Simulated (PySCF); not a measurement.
# Electronic structure of Sc⁺ (scandium, charge +1) at the UHF level

Configuration: [Ar] 3d1 4s1, high-spin 3D determinant. All numbers are calculated (PySCF 2.14, the spin-free X2C one-electron Hamiltonian (Gaussian nucleus), in x2c-SVPall).

| Item | Value |
| --- | --- |
| Total energy | -762.963536 hartree |
| One-electron energy | -1039.2798 hartree |
| Hartree (Coulomb) energy | 314.5284 hartree |
| Exchange energy | -38.2122 hartree |
| ⟨S²⟩ | 2.0012 |
| ⟨L²⟩ | 6.015 |
| Sum of ⟨r⟩ | 17.03 bohr |
| Sum of ⟨r²⟩ | 30.86 bohr² |
| Traceless quadrupole moment −½Σ⟨3z² − r²⟩ along its main axis | 0.720 e·bohr² |
| Langevin diamagnetic susceptibility | -24.4 ×10⁻⁶ cm³/mol |
| Time after the integrals | 0.08 s of wall time on 1 thread of Neoverse-V2 (shared host) |

| shell | electrons | mean orbital energy (hartree) | spread (hartree) | rms radius, mean of both spins (bohr) |
| --- | --- | --- | --- | --- |
| 1s α | 1 | -167.07567 | 0 | 0.0845 |
| 1s β | 1 | -167.07273 | 0 | 0.0845 |
| 2s α | 1 | -19.52984 | 0 | 0.370 |
| 2s β | 1 | -19.51229 | 0 | 0.370 |
| 2p α | 3 | -15.95732 | 0.00296 | 0.340 |
| 2p β | 3 | -15.94246 | 0.01875 | 0.340 |
| 3s α | 1 | -2.88188 | 0 | 1.15 |
| 3s β | 1 | -2.81482 | 0 | 1.15 |
| 3p α | 3 | -1.87187 | 0.03675 | 1.27 |
| 3p β | 3 | -1.79718 | 0.05577 | 1.27 |
| 3d α | 1 | -0.60366 | 0 | 1.86 |
| 4s α | 1 | -0.44995 | 0 | 3.75 |

Densities and radii are taken from the X2C orbitals without a picture-change correction, which distorts them close to the nucleus.
